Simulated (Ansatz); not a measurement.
Si(SiH3)4 (Si5H12). The state is a singlet with charge 0. Geometry PBE-D4/def2-SVP.

Cartesian coordinates in Å:
```
Si 0.002 -0.001 -0.001
Si -0.777 -2.174 -0.440
H 0.222 -3.192 0.046
H -0.981 -2.366 -1.920
H -2.088 -2.410 0.263
Si 0.333 0.258 2.312
H 0.811 1.653 2.617
H 1.362 -0.725 2.805
H -0.958 0.017 3.050
Si -1.587 1.565 -0.741
H -1.834 1.400 -2.217
H -1.092 2.965 -0.488
H -2.889 1.373 -0.008
Si 2.032 0.351 -1.131
H 3.059 -0.656 -0.684
H 2.554 1.735 -0.845
H 1.830 0.208 -2.617
```

(1) Estimate the orbital energies around the gap (eV) in Ansatz with PBE-D4/def2-TZVP, PBE-D4/def2-TZVPD, r2SCAN-D4/def2-TZVP, PBE0-D4/def2-TZVP, CAM-B3LYP-D4/def2-TZVP.

## Answers

(1) 
```tsv
orbital	PBE-D4/def2-TZVP	PBE-D4/def2-TZVPD	r2SCAN-D4/def2-TZVP	PBE0-D4/def2-TZVP	CAM-B3LYP-D4/def2-TZVP
HOMO−5	-8.41	-8.42	-8.78	-9.74	-11.16
HOMO−4	-8.41	-8.42	-8.78	-9.74	-11.16
HOMO−3	-8.41	-8.42	-8.77	-9.74	-11.16
HOMO−2	-6.97	-6.98	-7.22	-8.02	-9.23
HOMO−1	-6.97	-6.98	-7.22	-8.01	-9.23
HOMO	-6.96	-6.97	-7.22	-8.01	-9.23
LUMO	-1.18	-1.22	-0.98	-0.40	0.68
LUMO+1	-1.18	-1.22	-0.97	-0.40	0.68
LUMO+2	-1.15	-1.22	-0.92	-0.35	0.71
LUMO+3	-1.15	-1.22	-0.92	-0.35	0.71
LUMO+4	-1.15	-1.22	-0.91	-0.35	0.71
LUMO+5	-0.91	-1.01	-0.54	-0.12	0.83
```
